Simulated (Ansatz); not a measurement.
Input for Ansatz (an electronic-structure program): U-wB97X-V/def2-TZVPP on F2H2Sn (SMILES [F][SnH2][F]), a point of a bond scan (R = 2.596 Å). Elements past Kr take the def2 small-core potentials; no spin–orbit coupling.

Ansatz 0.2 input:
```yaml
crystal:
  periodic: [false, false, false]
  atoms:
    - {symbol: Sn, position_ang: [-0.03835508, -0.28075621, 0.01283435]}
    - {symbol: F, position_ang: [2.12255116, 1.02146961, -0.59865325]}
    - {symbol: F, position_ang: [-1.31675176, 1.11365743, 0.35794881]}
    - {symbol: H, position_ang: [0.25534771, -1.05881308, 1.49140543]}
    - {symbol: H, position_ang: [-0.54767396, -1.08099264, -1.39358741]}
basis:
  gaussian:
    orbitals: def2-TZVPP
hamiltonian:
  xc: {name: wB97X-V}
magnetization: {spin_polarized: true, initial_magnetization: 0}
```

The head of its log:

```
WARN ansatz: RAYON_NUM_THREADS=1 ignored (pool sized by the plan → 1); use --threads N
Functional definition: wB97X-V
integrals: 0.07 GiB planned
862 factors; their error is unknown
integrals: 0.10 GiB planned
183 factors; integrals over basis functions are off by at most 8.3e-6 eV
mean field: 0.84 GiB planned
mean field evaluation 1: about -11290.8934 eV, gradient 4.1e1 eV
mean field evaluation 2: about -11276.7018 eV, gradient 8.1e1 eV
```

**Question.** Predict the final total energy.

**Answer.** -415.1614 hartree.
